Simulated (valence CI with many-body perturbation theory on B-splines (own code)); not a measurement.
## Pb⁷⁷⁺: fill in the table

Level of theory: valence CI with perturbative core correlation (CI+MBPT): three valence electrons over a frozen Dirac-Fock core [He], a basis of 11 s, 11 p, 9 d, 7 f, 5 g, 2 h, 1 i functions for each j, with the one-electron correlation potential Σ1 (screened to all orders), the two-electron term Σ2, the three-electron term Σ3, Breit, model QED; selected single and double excitations, second order for the rest (own B-spline code, finite nucleus).

No measured spectrum was set against this ion. As an estimate, large intervals hold to a few tenths of a per cent, small ones and those within an open d or f shell to about a per cent.

```tsv
Level	E (Ry)
(2s^2 2p1/2) J=1/2	0.00
(2s 2p1/2^2) J=1/2	23.98
(2s^2 2p3/2) J=3/2	?
(2s 2p1/2 2p3/2) J=3/2 [a]	?
(2s 2p1/2 2p3/2) J=5/2	193.11
(2s 2p1/2 2p3/2) J=1/2	199.40
(2s 2p1/2 2p3/2) J=3/2 [b]	199.51
(2p1/2^2 2p3/2) J=3/2	224.20
(2s 2p3/2^2) J=5/2	364.25
(2s 2p3/2^2) J=1/2	373.53
(2s 2p3/2^2) J=3/2	373.57
(2p1/2 2p3/2^2) J=3/2	392.90
(2p1/2 2p3/2^2) J=5/2	?
(2p1/2 2p3/2^2) J=1/2	?
(2p3/2^3) J=3/2	569.49
(2s^2 3s) J=1/2	997.30
(2s^2 3p1/2) J=1/2	1005.10
(2s 2p1/2 3s) J=1/2 [a]	?
(2s 2p1/2 3s) J=3/2	?
(2s 2p1/2 3s) J=1/2 [b]	1018.41
```

Levels are named by their leading jj configuration (3d3/2^4 stands for four electrons in 3d with j = 3/2), which in mixed levels can hold well under half, so a name can repeat and another be missing. Letters in brackets count levels of one name in rising energy.

(1) The levels stand in rising order. What does the calculation give for the missing energies?

Results:

(1) (2s^2 2p3/2) J=3/2 172.97; (2s 2p1/2 2p3/2) J=3/2 [a] 189.98; (2p1/2 2p3/2^2) J=5/2 394.54; (2p1/2 2p3/2^2) J=1/2 399.53; (2s 2p1/2 3s) J=1/2 [a] 1013.39; (2s 2p1/2 3s) J=3/2 1015.67.
